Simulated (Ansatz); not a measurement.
Reaction (SMILES): SS (H2S2) -> 2 [SH] (HS) (the S-S bond at the site shown breaks; other sites are not compared here)
Each molecule is optimised on its own at B3LYP-D3(BJ)/def2-TZVP (Ansatz, an electronic-structure program), one conformer each, not searched for the lowest.

Quantity: bond dissociation energy (electronic energy difference), in eV. Valence correlation only, unless marked. Open shells are spin-unrestricted. Spin-orbit coupling is left out. Non-relativistic. Basis-set limits of correlation are two-point, X^-3; Hartree-Fock from the larger set.

```
level                                        program  bond dissociation energy (eV)
------------------------------------  --------------  -----------------------------
B2GP-PLYP-D3(BJ)/def2-TZVPD           Ansatz + dftd3                           2.79
CCSD/def2-TZVPP                               Ansatz                            ___
CCSD(T)/CBS(def2-TZVPPD,def2-QZVPPD)          Ansatz                            ___
```

Task: What belongs in the gaps?

Result: 
- CCSD/def2-TZVPP, bond dissociation energy (eV): 2.55
- CCSD(T)/CBS(def2-TZVPPD,def2-QZVPPD), bond dissociation energy (eV): 2.92
